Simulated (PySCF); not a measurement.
Vertical excitations of a molecule C2H7BOS from TDA-PBE/def2-SVPD run with PySCF, as energy in eV (oscillator strength): 5.17 (0.003), 5.83 (0.001), 6.09 (0.174), 6.45 (0.031), 6.58 (0.097), 6.75 (0.000), 6.97 (0.001), 7.06 (0.023), 7.22 (0.010), 7.24 (0.007). Lowest triplet (TDA): 4.82 eV. Geometry: PBE-D3(BJ)/def2-SVP. Other conformers were not sampled.

Task: Which structure fits?
A) CSB(C)O
B) COBSC
C) COB(C)S

Result: A, CSB(C)O
